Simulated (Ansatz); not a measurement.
`C[SiH2][Se][Se]C` at its PBE0-D4/def2-TZVP geometry, where that method's forces vanish. Charge 0, multiplicity 1.

```xyz
13

C    -1.9869   -0.0552    1.3038
Si   -0.5811    1.0695    0.8285
Se   -0.3513    1.2508   -1.4411
Se    0.2213   -0.9913   -1.7536
C     2.1459   -0.8645   -1.4923
H    -2.0486   -0.1475    2.3917
H    -2.9357    0.3360    0.9320
H    -1.8294   -1.0493    0.8809
H     0.7044    0.5778    1.3922
H    -0.8149    2.4617    1.3030
H     2.5795   -0.2086   -2.2436
H     2.3617   -0.5022   -0.4894
H     2.5350   -1.8772   -1.6121
```

Question: What forces (eV/Å) does ωB97M-V/def2-TZVPP give on these atoms in the Gaussian-basis code of Ansatz? (Estimate.)

Answer: Computed: 
```
C1  -0.008 -0.012  0.001
Si2  0.093  0.091  0.095
Se3  0.016 -0.011  0.042
Se4 -0.039 -0.015  0.009
C5   0.054  0.011  0.011
H6   0.002  0.004 -0.087
H7   0.063 -0.030  0.025
H8  -0.020  0.061  0.032
H9  -0.140  0.044 -0.071
H10  0.027 -0.164 -0.058
H11 -0.027 -0.054  0.071
H12 -0.002 -0.025 -0.086
H13 -0.020  0.100  0.015
```
